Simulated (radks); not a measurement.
Results of a calculation; reference values are marked as such.
Ionisation of Ar+, [Ne] 3s2 3p5, to Ar2+, [Ne] 3s2 3p4, under several functionals. Dirac Kohn-Sham, spin-unpolarised, spherical densities, point nucleus; open shells are shared between the two j in proportion to 2j + 1; a radial shooting solver on a logarithmic mesh with Libxc functionals.

functional         E(Ar+) (hartree)  Exc (hartree)  IE (eV)  -e(HOMO) (eV)  <r> HOMO (bohr)  IE error (eV)
HCTH/407                 -528.91827      -30.73722   29.054         22.417            1.548         +1.424
revPBE                   -528.75576      -30.53607   28.634         22.023            1.555         +1.005
exchange-only B88        -528.13514      -29.89856   27.560         20.976            1.563         -0.069

NIST Atomic Spectra Database: 27.630 eV (measured). Closest: exchange-only B88. The Delta-SCF values span 1.49 eV, the total energies 0.78 hartree. The highest occupied level is 3p3/2. Spin polarisation and multiplet splitting are left out, so open shells lie too high by an amount that depends on their filling.

Beside tabulated values, note that spin-unpolarised runs miss the spin-polarisation part of the exchange energy of open shells.
